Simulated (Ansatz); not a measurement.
Calculated with Ansatz (gas phase, PBE0-D4/def2-TZVP geometries, no zero-point term in ΔE). CBS: MP2 limit from def2 TZ/QZ plus the TZ coupled-cluster correction, frozen cores. This one scheme is used for every species. Functionals use def2-TZVPP.

Reaction (silylene formation by 1,1-elimination): `C[SiH](C)C#N` → acetonitrile + `C[SiH]`

`C[SiH](C)C#N`:

Cartesian coordinates in Å:
```
C 0.362 0.879 -1.367
Si -0.499 -0.183 -0.104
C 0.662 -1.237 0.897
C -1.383 0.955 1.075
N -1.911 1.668 1.810
H -0.352 1.509 -1.900
H 0.878 0.253 -2.099
H 1.101 1.527 -0.890
H -1.568 -1.002 -0.728
H 1.405 -0.619 1.407
H 1.189 -1.941 0.248
H 0.118 -1.809 1.651
```

`CC#N`:

```xyz
6

C     0.261    0.025   -0.410
C    -0.516   -0.049    0.810
N    -1.133   -0.108    1.778
H     0.955   -0.815   -0.465
H    -0.399   -0.007   -1.278
H     0.832    0.955   -0.436
```

`C[SiH]`:

Cartesian coordinates in Å:
```
C -0.331 -0.113 -0.397
Si 1.221 -0.547 0.596
H -1.199 -0.071 0.273
H -0.542 -0.809 -1.210
H -0.230 0.899 -0.810
H 1.081 0.643 1.548
```

| level | ΔE (kcal/mol) |
| --- | --- |
| PBE-D4 | 68.1 |
| BLYP-D4 | 65.1 |

What does CCSD(T)/CBS give? (Estimate.)

Computed: +70.7 kcal/mol. The listed levels differ from it by -2.6, -5.6 kcal/mol.

Largest T1 diagnostic among the species: 0.012.

The D4 term adds +3.4 kcal/mol with B3LYP and +1.9 kcal/mol with PBE0; it sums over pairs of atoms, weighted by their polarisabilities, and B3LYP, whose exchange is more repulsive, gets the larger term. From BLYP to BHLYP (50 % exact exchange), in def2-TZVPP and without D4, ΔE moves by +7.0 kcal/mol.

B3LYP here is the variant with VWN-RPA as its local correlation; programs differ in this.
